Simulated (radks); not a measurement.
The mean radii <r> (bohr) of the occupied orbitals of an atom or ion are listed with their occupations. Calculated with a radial shooting solver on a logarithmic mesh with Libxc functionals: non-relativistic Kohn-Sham, PBEsol, spin-unpolarised, spherical densities, point nucleus.

| orbital | occ. | <r> |
|---|---|---|
| 1s | 2 | 0.05694 |
| 2s | 2 | 0.2571 |
| 2p | 6 | 0.2245 |
| 3s | 2 | 0.6819 |
| 3p | 3 | 0.6764 |

Name the element and its charge.

Answer. Z = 27, cobalt, charge +12: Co12+ in [Ne] 3s2 3p3. The 1s radius gives Z: for a bare nucleus <r> = 1.5/Z, 0.05556 bohr for Z = 27, and screening makes it slightly larger (0.05694 here). The occupations add up to 15, and the charge is Z minus that.
